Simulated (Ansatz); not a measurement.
Cost and result for the atomization energy of `[SiH3][O][Zn][Cl]` (7 atoms, 6 bonds).

```xyz
7

Si   -0.516   -0.123    1.092
O    -0.371    0.323   -0.465
Zn    0.696    0.291   -1.856
Cl    1.897    0.298   -3.551
H     0.548    0.496    1.934
H    -0.411   -1.602    1.245
H    -1.842    0.316    1.601
```

Charge 0, multiplicity 1. For Zn the d shell is correlated and the shells below it are frozen. Scalar relativity is left out up to krypton. The geometry is a stationary point of PBE0-D4/def2-TZVP. It is one conformer, not always the lowest. Program: Ansatz. All runs use 4 threads of an Arm Neoverse V1 on a shared host. Times are those of one run each, without the atoms' runs, and a repeat can differ threefold. Electronic energies, without spin–orbit coupling; frozen cores. CCSD(T)/CBS adds CCSD(T) − MP2 in def2-TZVPP to the MP2 limit, and its time is that of the two runs behind it. T1 = 0.015. With those shells the extrapolation isn't a true limit. HSE06 is the plane-wave form, built on full-range PBE exchange.

CCSD(T)/CBS is a level of theory with its own doubt, some kJ/mol a heavy atom from the limit and from the frozen cores, so smaller differences don't rank the functionals.

| level | functions | wall time | atomization (kcal/mol) | difference from CCSD(T)/CBS | per bond |
| --- | --- | --- | --- | --- | --- |
| LDA (SPW92)/def2-TZVPP | 221 | 1.6 s | 554.4 | 57.6 | 9.6 |
| revPBE-D4/def2-TZVPP | 221 | 1.8 s | 474.7 | -22.1 | -3.7 |
| BLYP-D4/def2-TZVPP | 221 | 1.9 s | 478.7 | -18.1 | -3.0 |
| PBE-D4/def2-TZVPP (with forces) | 221 | 2.2 s | 487.5 | -9.3 | -1.5 |
| CCSD(T)/def2-SVP | 96 | 2.8 s | 453.2 | -43.6 | -7.3 |
| BHLYP-D4/def2-TZVPP | 221 | 3.2 s | 475.7 | -21.1 | -3.5 |
| HSE06-D4/def2-TZVPP | 221 | 3.3 s | 484.0 | -12.8 | -2.1 |
| r2SCAN-D4/def2-TZVPP (with forces) | 221 | 4.8 s | 495.5 | -1.3 | -0.2 |
| B2PLYP/def2-TZVPP | 221 | 5 s | 484.0 | -12.8 | -2.1 |
| ωB97M-V/def2-TZVPP (with forces) | 221 | 11 s | 493.1 | -3.7 | -0.6 |
| MP2/def2-QZVPP | 387 | 14 s | 504.1 | 7.3 | 1.2 |
| CCSD(T)/def2-TZVPP | 221 | 93 s | 479.7 | -17.1 | -2.8 |
| CCSD(T)/CBS(def2) | – | 110 s | 496.8 | 0.0 | 0.0 |

In def2-TZVPP, CCSD(T) changes the Hartree–Fock value by +114.6 kcal/mol (the triples alone add +6.6 kcal/mol) and MP2 by +128.0 kcal/mol; breaking electron pairs costs correlation energy, which Hartree–Fock lacks. The D4 term adds +5.3 kcal/mol with B3LYP and +2.8 kcal/mol with PBE0; it sums over pairs of atoms, weighted by their polarisabilities, and B3LYP, whose exchange is more repulsive, gets the larger term. At CCSD(T), def2-SVP lies −43.6 kcal/mol from the extrapolated value and def2-TZVPP −17.1 kcal/mol: correlation converges slowly with the basis, and small sets miss more of it in the bonded molecule than in its fragments.

B3LYP here is the variant with VWN-RPA as its local correlation; programs differ in this.
